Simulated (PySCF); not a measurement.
Spiro[2.4]hepta-4,6-diene, C7H8.
SMILES: `C1=CC2(C=C1)CC2`

The calculation used TDDFT B3LYP/def2-SVPD, vertical, gas phase, core orbitals frozen in the response in PySCF. Geometry: PBE0-D3(BJ)/def2-SVP; no solvent, vibrations or thermal averaging.

Computed states:

```tsv
state	E (eV)	f
S1	4.67	0.055
S2	5.77	0.0000
S3	5.93	0.170
S4	6.28	0.0000
S5	6.34	0.016
S6	6.64	0.0005
S7	6.84	0.0045
S8	6.98	0.018
S9	7.14	0.0000
S10	7.17	0.015
```

Broadening: Gaussians 0.3 eV wide at half height, area fixed by f = 4.319×10⁻⁹ ∫ε dν̃. The width is an assumption, not a result. The curve ends short of the highest state used, and states not computed would add to its high-energy end.

(1) What does the envelope look like, and where are its maxima?

(2) On this curve, what absorbance would a 10⁻⁵ mol/L sample give at 248 nm over a 1 cm path?

(3) Coming from long wavelengths, where does ε first pass 100 L mol⁻¹ cm⁻¹?

Results:

(1) 
(E (eV), ε (L mol⁻¹ cm⁻¹)): (4.22, 9), (4.32, 110), (4.43, 822), (4.53, 2677), (4.63, 4710), (4.73, 4475), (4.83, 2296), (4.94, 541), (5.04, 76), (5.14, 6), (5.24, 0), (5.35, 0), (5.45, 13), (5.55, 180), (5.65, 1373), (5.75, 5647), (5.86, 13132), (5.96, 14825), (6.06, 9153), (6.16, 3520), (6.27, 1702), (6.37, 1463), (6.47, 881), (6.57, 368)

Maxima: 265 nm (4.67 eV), ε about 5000, made up of S1 (100%); 209 nm (5.93 eV), ε about 15000, made up of S3 (100%) (ε in L mol⁻¹ cm⁻¹; maxima over ε = 5, shares over 10%).

(2) 248 nm is 4.999 eV, where ε is about 180 L mol⁻¹ cm⁻¹, so A = ε c l ≈ 0.0018 (Beer–Lambert, with the gas-phase spectrum and the assumed width).

(3) At about 287 nm (4.32 eV), 0.36 eV below S1.

The vertical ionisation energy (ΔSCF) is 8.10 eV, 0.93 eV above S10.
